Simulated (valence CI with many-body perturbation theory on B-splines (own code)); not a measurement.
The numbers below are computed, except where a source is named.
Ir72+: input, log and results

The program does CI of the valence electrons with many-body perturbation theory for a frozen closed Dirac-Fock core.

Command, and the settings that its task file holds:

```sh
python run_cv.py task.json out
```

```
atom Ir  Z=77  mass_number=193  rms_radius_fm=5.4032
core [He]
valence 2s2 2p1
avg = 1
basis = S
breit = 1
cap = 10000
capref = 1200
cscale = 1
de = 0.0
dress = 0
eps = 2e-08
extrap = 1
h = 0.27
hh = 1
l2 = 3
lcore = 4
maxit = 60
n2 = 5
natural = 1
nlev = 20
nno = [3, 3, 3, 2, 1]
nroot = 26
ns = 2
nsp = [3, 3, 2, 1, 0]
pt2 = 1
qed = 1
rpa = 1
s1 = 1
s2 = 1
s3 = 1
screen = 1
tol = 2e-05
whole = 1
```

Log. The first blocks belong to the next ion, which gives the ionisation energy. Fields: 2J, parity (1 odd), roots, reference size, generating configurations, candidates as configurations/state functions, variational space P, stored matrix elements, Davidson steps; e2 is the range of second-order energies in hartree. The first line gives the box (bohr), its intervals, the orbitals and the steps of their self-consistent field. Window is the range of levels sought, series limit the energy at which the first omitted orbital would enter, core excitation an estimate of the first excitation out of the core, left out the lowest levels not solved, and shifts from estimates the range by which levels moved from their first estimate, all in cm⁻¹.

```
rmax 0.8 intervals 52 orbitals 36 references ['2s2 2p', '2s 2p2', '2p3'] scf 2 t 0.3
2J=0 par=0 roots 2 ref 15 generators 2 cand 92/92 P 106/106 nnz 0 it 0
2J=0 par=0 roots 2 ref 15 generators 3 cand 1/1 P 107/107 nnz 0 it 0
   second order: generators 3 cand 0/0 e2 -0.00000 -0.00000
2J=0 par=1 roots 2 ref 11 generators 2 cand 73/73 P 84/84 nnz 0 it 0
   second order: generators 5 cand 0/0 e2 -0.00000 -0.00000
2J=2 par=1 roots 2 ref 28 generators 2 cand 188/188 P 214/214 nnz 0 it 0
2J=2 par=1 roots 2 ref 28 generators 2 cand 2/2 P 216/216 nnz 0 it 0
   second order: generators 2 cand 0/0 e2 -0.00000 -0.00000
reference levels 291, estimated 165, window 96371010 1/cm; series limit 128750185, core excitation 519405696
2J=1 par=1 roots 7 ref 32 generators 7 cand 84/106 P 1659/2438 nnz 0 it 3
2J=1 par=1 roots 7 ref 32 generators 10 cand 113/140 P 1678/2467 nnz 0 it 4
   second order: generators 13 cand 219/311 e2 -0.00000 -0.00000
2J=1 par=0 roots 9 ref 34 generators 10 cand 111/137 P 1706/2531 nnz 8.2e+05 it 3
2J=1 par=0 roots 9 ref 34 generators 12 cand 127/156 P 1723/2559 nnz 8.3e+05 it 4
   second order: generators 14 cand 161/205 e2 -0.00000 -0.00000
2J=3 par=1 roots 8 ref 47 generators 10 cand 724/1523 P 1568/3129 nnz 1.3e+06 it 5
2J=3 par=1 roots 8 ref 47 generators 12 cand 454/941 P 1612/3235 nnz 1.4e+06 it 4
   second order: generators 15 cand 501/975 e2 -0.00000 -0.00000
2J=3 par=0 roots 8 ref 45 generators 7 cand 586/1133 P 1536/3123 nnz 1.3e+06 it 4
2J=3 par=0 roots 8 ref 45 generators 10 cand 412/704 P 1566/3195 nnz 1.4e+06 it 3
   second order: generators 12 cand 528/990 e2 -0.00000 -0.00000
2J=5 par=0 roots 5 ref 39 generators 6 cand 540/1287 P 1428/3106 nnz 1.3e+06 it 4
2J=5 par=0 roots 5 ref 39 generators 8 cand 467/1014 P 1450/3155 nnz 1.4e+06 it 3
   second order: generators 10 cand 678/1438 e2 -0.00000 -0.00000
2J=5 par=1 roots 2 ref 36 generators 4 cand 532/1287 P 1352/2951 nnz 1.2e+06 it 4
2J=5 par=1 roots 2 ref 36 generators 4 cand 360/870 P 1404/3089 nnz 1.4e+06 it 3
   second order: generators 5 cand 412/903 e2 -0.00000 -0.00000
2J=7 par=1 roots 1 ref 21 generators 2 cand 243/535 P 1177/2655 nnz 1.1e+06 it 3
2J=7 par=1 roots 1 ref 21 generators 2 cand 183/401 P 1216/2739 nnz 1.2e+06 it 3
   second order: generators 4 cand 357/853 e2 -0.00000 -0.00000
left out: unestimated 142502555, estimated 102249944, shifts from estimates -0 to 6
```

Question: What became of the run, and why?

Answer: It gave no result: the setting left no core shell for the response of the core. The program said: "need at least one array to concatenate".
